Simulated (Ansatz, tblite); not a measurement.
Cost and result up the ladder for the cluster TiO₄ (5 atoms). The state is a singlet with charge 0. Geometry: PBE0-D4/def2-SVP.

```xyz
5

Ti    0.000    0.000    0.000
O    -1.366   -1.163    0.200
O    -1.384   -0.472   -1.058
O     1.774    0.299    0.136
O     0.976    1.336    0.722
```

Ansatz on 4 threads of Arm Neoverse V1 on a shared host; xTB runs through tblite on one thread. Times are rough, summed over both states, and most runs start from the orbitals of an earlier one. CAM-B3LYP-D4/def2-TZVP serves as the yardstick here, not as an exact answer. Differences are given only for rows in sets of like size (and for xTB, whose basis is part of the method), since another set adds its own error. The other state is a triplet at its own geometry.

The 6-31G sets use Cartesian d functions. The xTB rows come from tblite. B3LYP takes the VWN-RPA correlation. The structure holds 2 bonds between oxygen atoms, so isomers without such links may lie far lower. The structure comes from a short search, and lower isomers may exist.

xTB has no spin-polarisation term.

```csv
level,functions,wall time
GFN2-xTB,25,0.005 s
GFN1-xTB,25,0.007 s
HF/6-31G,65,1 s
LDA (SPW92)/def2-TZVP,169,2.4 s
B3LYP-D4/6-31G,65,3.6 s
PBE-D4/def2-TZVP,169,4.1 s
r2SCAN-D4/def2-TZVP (with forces),169,9 s
PBE0-D4/def2-TZVP,169,10 s
CAM-B3LYP-D4/def2-TZVP,169,11 s
```

Q: Estimate what each level gives for the triplet − singlet (eV).

A: 
| level | triplet − singlet (eV) | difference from CAM-B3LYP-D4/def2-TZVP (eV) |
| --- | --- | --- |
| GFN2-xTB | 2.66 | 1.82 |
| GFN1-xTB | 2.95 | 2.11 |
| HF/6-31G | -1.20 | – |
| LDA (SPW92)/def2-TZVP | 1.72 | 0.88 |
| B3LYP-D4/6-31G | 1.13 | – |
| PBE-D4/def2-TZVP | 1.45 | 0.62 |
| r2SCAN-D4/def2-TZVP (with forces) | 1.30 | 0.46 |
| PBE0-D4/def2-TZVP | 0.97 | 0.13 |
| CAM-B3LYP-D4/def2-TZVP | 0.84 | 0.00 |
